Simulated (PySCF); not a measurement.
# Exercise with solution: chemical shift, span and skew from a shielding tensor

Ti(Cl)3(OSiH3) (Cl3H3OSiTi), SMILES [SiH3][O][Ti]([Cl])([Cl])[Cl], multiplicity 1. Atoms are numbered in the order given.

```xyz
9

Ti     0.0000     0.0000     0.3859
Cl     1.4227     1.5060     1.0873
Cl     0.5929    -1.9851     1.0873
Cl    -2.0156     0.4791     1.0873
O      0.0000     0.0000    -1.3542
Si     0.0000     0.0000    -3.0423
H      0.3843    -1.3588    -3.5055
H      0.9846     1.0123    -3.5055
H     -1.3690     0.3466    -3.5055
```
Charge 0, spin multiplicity 1.

Geometry: B3LYP-D3(BJ)/def2-SVP. The multiplicity is an assumed one; other spin states were not compared. The isomer is the one that the SMILES or the coordinates give; other isomers of the formula were not compared. One conformer was computed; it need not be the lowest.

GIAO shieldings from B3LYP/pcSseg-1 in PySCF, non-relativistic, no solvent. The symmetric part of the tensor of Si6 has the principal values 312.4, 312.4, 441.8 ppm. The same nucleus in TMS has σ = 338.7 ppm at this level (PySCF, at its B3LYP-D3(BJ)/def2-TZVP geometry). Without spin–orbit terms, shifts of atoms bonded to Cl or Br come out too high.

### Question
Work out the isotropic shielding, the ²⁹Si shift against TMS, the span and the skew.

### Answer

σ(iso) = (σ11 + σ22 + σ33)/3 = 355.5 ppm. δ = σ(ref) − σ(iso) = 338.7 − (355.5) = -16.8 ppm.
Span Ω = σ33 − σ11 = 129.4 ppm. Skew κ = 3(σ(iso) − σ22)/Ω = 1.00, an axial tensor. Tumbling in solution averages the tensor to δ; in a static solid the shielding alone would spread this spin-1/2 line over Ω.
